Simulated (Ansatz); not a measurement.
One change: `ClBCCl` becomes `N[SiH2]CBCl`.

Ansatz, PBE0-D4/def2-TZVP geometries, multiplicity 1. Each molecule was computed in one conformer, which needn't be the lowest.

```json
{"property": "HOMO–LUMO gap (PBE/def2-TZVPP) / eV", "`ClBCCl`": "4.48"}
{"property": "HOMO energy (PBE/def2-TZVPP) / eV", "`ClBCCl`": "-7.08"}
{"property": "LUMO energy (PBE/def2-TZVPP) / eV", "`ClBCCl`": "-2.60"}
{"property": "LUMO energy (B3LYP/def2-TZVPP) / eV", "`ClBCCl`": "-1.83"}
{"property": "size of the dipole moment (ωB97M-V/def2-TZVPP) / D", "`ClBCCl`": "1.67"}
{"property": "LUMO energy (PBE0/def2-TZVPP) / eV", "`ClBCCl`": "-1.63"}
```

Problem. Give the same properties after the change, and the shifts. (An estimate is asked.)

Solution. The calculation gave: 
| property | `N[SiH2]CBCl` | shift |
| --- | --- | --- |
| HOMO–LUMO gap (PBE/def2-TZVPP) / eV | 3.97 | -0.51 |
| HOMO energy (PBE/def2-TZVPP) / eV | -6.15 | 0.93 |
| LUMO energy (PBE/def2-TZVPP) / eV | -2.18 | 0.42 |
| LUMO energy (B3LYP/def2-TZVPP) / eV | -1.44 | 0.39 |
| size of the dipole moment (ωB97M-V/def2-TZVPP) / D | 1.74 | 0.07 |
| LUMO energy (PBE0/def2-TZVPP) / eV | -1.25 | 0.38 |

With PBE0 the HOMO rises by 0.89 eV and the LUMO rises by 0.38 eV, so the gap narrows by about 0.51 eV. PBE moves the HOMO by 0.93 eV and ωB97M-V by 0.79 eV. Dipoles are sizes alone; their direction can turn.

B3LYP here is the variant with VWN-RPA as its local correlation; programs differ in this.
